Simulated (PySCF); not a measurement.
A structure optimised at PBE0-D3(BJ)/def2-SVP, used in a PySCF frequency run:

```
C
H 1 1.0960
C 1 1.4366 2 113.78
C 3 1.2117 2 150.37 1 -179.12
H 4 1.0740 2 161.65 1 179.75
C 1 1.5079 2 115.90 3 -148.15
H 6 1.0928 1 116.45 2 148.12
H 6 1.0929 7 115.21 1 144.20
C 6 1.4953 7 117.46 8 146.73
H 9 1.0933 6 117.04 7 -148.70
Se 9 1.9208 10 114.07 1 147.64
H 11 1.4720 9 95.29 10 -85.46
```

Task: Write its SMILES and formula.

Result: C#C[C@H]1C[C@H]1[SeH], C₅H₆Se

Task: What are its rotational constants (standard atomic weights)?

Result: 3.7890, 1.5836, 1.2072 GHz
